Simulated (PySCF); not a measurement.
A GIAO shielding run with PySCF (density fitting, non-relativistic, gas phase) on SMILES FCC[SiH2]O[C@]12C[C@H]1C2, C$_{6}$H$_{11}$FOSi:

```
$ OMP_NUM_THREADS=1 python probes_run.py task.json out

{"job": {"kind": "nmr", "xc": "PBE0", "basis": "pcSseg-1"}, "charge": 0, "multiplicity": 1}
F      3.650382     0.713190     1.193271
C      3.593136    -0.087187     0.074122
C      2.262859    -0.804391    -0.001720
Si     0.821697     0.428491     0.017045
O     -0.443017    -0.559535    -0.256182
C     -1.758117    -0.265396    -0.290829
C     -2.510236     0.877943    -0.887276
C     -2.687373     0.528290     0.563142
C     -2.914926    -0.944458     0.361936
H      3.739820     0.577221    -0.782693
H      4.438588    -0.780151     0.151849
H      2.255792    -1.406300    -0.909233
H      2.185142    -1.492342     0.840528
H      0.695656     1.126709     1.296051
H      0.957323     1.411856    -1.065033
H     -1.942038     1.770078    -1.119603
H     -3.319288     0.677180    -1.582009
H     -2.583788     1.114226     1.448753
H     -3.749898    -1.272513    -0.248857
H     -2.696861    -1.602232     1.193700
```

Hardware: 1 thread of an Arm Neoverse V2, shared host. The job also computes population analyses, field gradients, ring-centre shieldings.

Task: How large is the calculation?

Result: 78 electrons, 215 basis functions and 1135 auxiliary functions.

Task: How long does it take, and how much memory does it need?

Result: 37 s of wall time, with 14 SCF cycles and 4 response iterations; peak memory 0.96 GiB. Times on a shared host scatter by some tens of per cent.
